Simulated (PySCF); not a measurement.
**EuSi: from constants to spectrum**

HSE06 constants of EuSi, Ms = 4.5 determinant of mixed spin, about 7.0 electrons in the 4f shell (Mulliken) (PySCF, spin-free X2C with a Gaussian nucleus, basis sets Eu x2c-SVPall, Si x2c-SVPall; masses 152.9212 and 27.9769 u):

- ωe: 231.4 cm⁻¹
- ωexe: 0.872 cm⁻¹
- Be: 0.085963 cm⁻¹
- αe: 0.000406 cm⁻¹
- De to Eu (4f7 6s2) + Si: 1.70 eV

What force constant and bond length do these constants imply?

Reduced mass μred = 23.650 u; k = 5.8918×10⁻⁷·μred·ωe² (u, cm⁻¹, mdyn/Å) = 0.746 mdyn/Å; Re = √(16.8576/(μred·Be)) (u, cm⁻¹, Å) = 2.880 Å.

Estimate the centrifugal constant D from the Kratzer relation and find the Dunham coefficient a1.

D = 4Be³/ωe² = 4.75e-08 cm⁻¹; a1 = −1 − αeωe/(6Be²) = -3.12.

These are scalar-relativistic numbers at best; spin–orbit coupling would shift them, the dissociation energy most. With d or f electrons several states lie close, and the lowest PBE0 determinant need not be the measured ground state.
